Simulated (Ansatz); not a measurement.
InSi₁₉H₃₀, a doped nanocrystal cut from the lattice of silicon (In on an inner site). Total charge 0; doublet. Geometry PBE-D4/def2-SVP; atoms count from 1.

Cartesian coordinates in Å:
```
Si 0.541 1.574 2.477
Si -3.278 2.205 1.719
Si 1.304 2.290 -1.376
Si -2.574 2.915 -1.822
Si -1.814 -1.664 3.114
Si 2.937 -0.664 0.486
Si 0.868 -3.892 1.507
In -1.096 -0.552 -0.304
Si -0.515 -0.300 -3.887
Si 1.755 -3.001 -2.478
Si -1.253 3.102 2.535
Si -0.210 -0.135 3.935
Si 1.042 0.710 0.346
Si -3.060 1.121 -0.366
Si -0.439 3.874 -1.508
Si 1.202 1.278 -3.515
Si -1.170 -2.788 1.134
Si 2.696 -2.475 1.972
Si 3.480 -1.669 -1.570
Si -0.418 -2.108 -2.365
H 1.734 2.217 3.151
H -3.818 1.267 2.769
H -4.263 3.343 1.582
H 2.619 3.035 -1.312
H -3.599 4.006 -1.614
H -2.669 2.481 -3.262
H -3.124 -0.965 2.863
H -2.044 -2.701 4.193
H 4.151 0.120 0.935
H 0.659 -4.797 2.700
H 1.196 -4.771 0.329
H -1.873 0.347 -3.816
H -0.338 -0.852 -5.285
H 1.787 -4.363 -1.838
H 2.039 -3.192 -3.952
H -1.462 3.455 3.989
H -0.917 4.374 1.805
H -0.876 0.546 5.109
H 0.937 -0.942 4.485
H -4.410 0.558 -0.748
H -0.445 4.785 -0.311
H -0.147 4.723 -2.723
H 0.972 2.385 -4.518
H 2.498 0.606 -3.887
H -2.243 -3.763 0.711
H 2.595 -2.009 3.399
H 3.939 -3.327 1.860
H 4.657 -2.590 -1.348
H 3.893 -0.641 -2.589
H -1.446 -3.159 -2.711
```

In the def2 sets In takes a core potential; there is no spin–orbit coupling. Single mean-field runs in def2-SVP are fitted with def2-universal-jkfit.

**Question.** Estimate the Mulliken populations of the heavy atoms from the PBE0/def2-SVP orbitals of Ansatz.

**Answer.** 
```tsv
atom	charge (e)	spin (α − β)
Si1	-0.07	0.01
Si2	0.04	0.00
Si3	-0.06	0.01
Si4	0.04	0.01
Si5	0.02	0.05
Si6	-0.04	0.00
Si7	0.06	-0.01
In8	0.50	0.18
Si9	0.01	0.05
Si10	0.05	-0.01
Si11	0.06	0.00
Si12	0.06	-0.01
Si13	-0.30	-0.02
Si14	-0.19	-0.02
Si15	0.06	0.00
Si16	0.06	-0.01
Si17	-0.16	0.33
Si18	0.06	0.00
Si19	0.06	0.00
Si20	-0.15	0.36
```
Mulliken values depend strongly on the basis.

**Question.** Where does the spin sit?

**Answer.** Summed by element: Si 0.74, In 0.18, H 0.08, of 1 unpaired in all. Largest on single atoms: Si20 0.36, Si17 0.33, In8 0.18.

**Question.** And the Mayer bond orders between heavy atoms (over 0.3)?

**Answer.** Si1–Si11 0.94 (2.36 Å); Si1–Si12 0.93 (2.37 Å); Si1–Si13 0.94 (2.35 Å); Si2–Si11 0.94 (2.36 Å); Si2–Si14 0.96 (2.36 Å); Si3–Si13 0.94 (2.35 Å); Si3–Si15 0.94 (2.36 Å); Si3–Si16 0.93 (2.37 Å); Si4–Si14 0.96 (2.36 Å); Si4–Si15 0.94 (2.36 Å); Si5–Si12 0.95 (2.36 Å); Si5–Si17 0.94 (2.37 Å); Si6–Si13 0.95 (2.34 Å); Si6–Si18 0.94 (2.36 Å); Si6–Si19 0.94 (2.35 Å); Si7–Si17 0.95 (2.35 Å); Si7–Si18 0.95 (2.36 Å); In8–Si13 0.75 (2.57 Å); In8–Si14 0.83 (2.58 Å); In8–Si17 0.61 (2.66 Å); In8–Si20 0.59 (2.67 Å); Si9–Si16 0.95 (2.36 Å); Si9–Si20 0.94 (2.37 Å); Si10–Si19 0.94 (2.36 Å); Si10–Si20 0.94 (2.35 Å).
